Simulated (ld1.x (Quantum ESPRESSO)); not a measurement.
An all-electron radial function and its pseudo partner (N (Z = 7))

Columns: radius, all-electron u(r) and pseudo u(r) of the 2p shell (level -7.09 eV) of nitrogen in the configuration [He] 2s2 2p3; PBE, non-relativistic, ultrasoft scheme, ld1.x (Quantum ESPRESSO) 7.5.

```csv
r (bohr),all-electron,pseudo
0.118,0.0955,0.0105
0.235,0.2657,0.0409
0.353,0.4315,0.0893
0.470,0.5643,0.1516
0.588,0.6630,0.2241
0.705,0.7285,0.3006
0.822,0.7658,0.3766
0.940,0.7803,0.4478
1.058,0.7772,0.5093
1.175,0.7615,0.5575
1.292,0.7370,0.5911
1.410,0.7065,0.6096
1.528,0.6722,0.6133
1.645,0.6362,0.6040
1.763,0.5992,0.5841
1.880,0.5626,0.5569
1.998,0.5264,0.5250
2.115,0.4916,0.4915
2.232,0.4583,0.4583
2.350,0.4263,0.4263
2.468,0.3960,0.3960
2.585,0.3677,0.3677
2.702,0.3411,0.3411
2.820,0.3160,0.3160
2.938,0.2926,0.2926
3.055,0.2709,0.2709
```

How many radial nodes do the two functions have?

The all-electron 2p function has n − l − 1 = 0; the pseudo-wave has 0.

At about which radius was the pseudo-wave matched?

2.35 bohr. The columns agree to 0.0005 from 2.12 bohr on; several derivatives are matched, so the curves merge somewhat inside the radius.

Is the pseudo-wave norm-conserving?

No, it belongs to an ultrasoft set: the norm inside the radius is not constrained, and the difference is carried by the augmentation charge.
